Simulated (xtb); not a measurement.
B₂H₄O₄, SMILES OB(O)B(O)O. All values are semi-empirical tight-binding results from xtb (GFN2-xTB unless named), good for trends rather than for accurate numbers. Geometry: GFN2-xTB. One conformer was computed; it need not be the lowest.

```
Quantity                                          Result
----------------------------------------  --------------
orbital gap                                      5.70 eV
dipole moment                                     2.98 D
zero-point energy                          40.3 kcal/mol
G − E(el) at 298.15 K (modified RRHO)      20.6 kcal/mol
static polarisability (D4 model)              45.5 bohr³
solvation energy, GFN2-xTB/ALPB(water)    -14.8 kcal/mol
solvation energy, GFN2-xTB/ALPB(benzene)   -7.0 kcal/mol
```

Computed IR lines (harmonic; lines under 4 % of the strongest left out, lines within 3 cm⁻¹ merged):
ν (cm⁻¹): 464 (w), 548 (m), 595 (w), 636 (s), 671 (s), 937 (m), 956 (m), 966 (m), 983 (w), 1165 (s), 1203 (vs), 1231 (s), 1292 (w) (against the strongest line: vs over 80 %, s over 45 %, m over 15 %, w over 4 %, vw less)
